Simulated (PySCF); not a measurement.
CH₉GeOPSi.
Structure used (GFN2-xTB), in Å, numbered top down from 1:
```
atom  x, y, z in Å
C1    -2.5357   -0.5145    0.3548
O2    -1.9894    0.1569   -0.7552
Ge3   -0.4285    0.9938   -0.7863
Si4    1.2691   -0.5160   -0.1406
P5     3.1568    0.5819    0.3430
H6    -3.4748   -0.9648    0.0295
H7    -2.7420    0.1743    1.1782
H8    -1.8722   -1.3050    0.7174
H9    -0.5824    2.2464    0.0756
H10   -0.5280    1.4704   -2.2132
H11    0.9120   -1.2068    1.1085
H12    1.4354   -1.5668   -1.1571
H13    3.9640   -0.5329    0.2286
H14    3.4149    0.9825   -0.9556
```

PySCF closed-shell single points with density fitting, gas phase. The input was altered on purpose; the results of an altered input aren't properties of the species above.

Problem. What comes out at PBE0/cc-pVDZ with: at most 68 cycles, bond C1–O2 scaled by 0.8?

Solution. E = -2825.8102 Eh; HOMO -6.28 eV, LUMO -0.98 eV (gap 5.30 eV), in 10 cycles. The distance C1···O2 goes from 1.408 to 1.126 Å, the nuclear repulsion from 534.55 to 532.23 Eh. Only O2 was moved, along that bond; its nearest neighbour is now C1 at 1.126 Å.

Coordinates of the altered input:
```
atom  x, y, z in Å
C1    -2.5357   -0.5145    0.3548
O2    -2.0987    0.0226   -0.5332
Ge3   -0.4285    0.9938   -0.7863
Si4    1.2691   -0.5160   -0.1406
P5     3.1568    0.5819    0.3430
H6    -3.4748   -0.9648    0.0295
H7    -2.7420    0.1743    1.1782
H8    -1.8722   -1.3050    0.7174
H9    -0.5824    2.2464    0.0756
H10   -0.5280    1.4704   -2.2132
H11    0.9120   -1.2068    1.1085
H12    1.4354   -1.5668   -1.1571
H13    3.9640   -0.5329    0.2286
H14    3.4149    0.9825   -0.9556
```

The SCF part of the output:
```
final grid: 107656 points
cycle   1  E = -2825.6750895837  dE =  2.237e-01  |g| = 7.894e-01  |ddm| = 6.535e+00
cycle   2  E = -2825.0313664836  dE =  6.437e-01  |g| = 1.842e+00  |ddm| = 4.010e+00
cycle   3  E = -2825.8077593380  dE = -7.764e-01  |g| = 7.998e-02  |ddm| = 2.950e+00
cycle   4  E = -2825.8092443673  dE = -1.485e-03  |g| = 5.299e-02  |ddm| = 3.627e-01
cycle   5  E = -2825.8101703186  dE = -9.260e-04  |g| = 8.229e-03  |ddm| = 1.576e-01
cycle   6  E = -2825.8101929381  dE = -2.262e-05  |g| = 1.909e-03  |ddm| = 2.413e-02
cycle   7  E = -2825.8101940257  dE = -1.088e-06  |g| = 5.730e-04  |ddm| = 5.441e-03
cycle   8  E = -2825.8101941566  dE = -1.309e-07  |g| = 9.891e-05  |ddm| = 1.669e-03
cycle   9  E = -2825.8101941605  dE = -3.918e-09  |g| = 2.949e-05  |ddm| = 3.310e-04
cycle  10  E = -2825.8101941609  dE = -3.583e-10  |g| = 7.454e-06  |ddm| = 8.608e-05
converged SCF energy = -2825.8101941609
```
